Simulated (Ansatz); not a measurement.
# Group exchange: C4H11B + SiH3(OH) → C3H9B + CH6OSi

Species: C4H11B `CCBCC`, singlet; SiH3(OH) (silanol), singlet; C3H9B `CBCC`, singlet; CH6OSi `CO[SiH3]`, singlet. The partners trade CH3 for H: C–CH3 and O–H bonds give way to C–H and O–CH3.

Shapes, held fixed at every level: PBE0-D4/def2-TZVP. Flexible molecules stand in one conformer, not always the lowest. Programs: Ansatz 0.2.0. The zero-point and thermal change to 298 K, harmonic and unscaled (PBE0-D4/def2-TZVP), is 0.0 kJ/mol.

| level | kind | ΔH(298 K) (kJ/mol) | less CCSD(T)/CBS estimate |
| --- | --- | --- | --- |
| HF/def2-SVP | Hartree–Fock | +29.6 | -16.0 |
| SPW92/def2-TZVPP | LDA | +41.6 | -4.0 |
| r2SCAN0-D4/def2-TZVPP | global hybrid | +42.4 | -3.2 |
| B2PLYP/def2-TZVPP | double hybrid | +40.4 | -5.2 |
| MP2/def2-SVP | perturbation theory | +41.8 | -3.8 |
| MP2/def2-TZVPP | perturbation theory | +48.0 | +2.4 |
| CCSD/def2-TZVPP | coupled cluster or CI | +43.4 | -2.2 |
| CCSD(T)/CBS estimate | coupled cluster or CI | +45.6 | 0.0 |

The highest level, CCSD(T)/CBS estimate, gives ΔH(298 K) = +45.6 kJ/mol; the levels span +29.6 to +48.0. The column of differences is taken from that level and isn't an error. No measured value is set beside it here. The CBS estimate extrapolates MP2 from def2-TZVPP and def2-QZVPP and adds CCSD(T) − MP2 in the triple-zeta set, cores frozen.
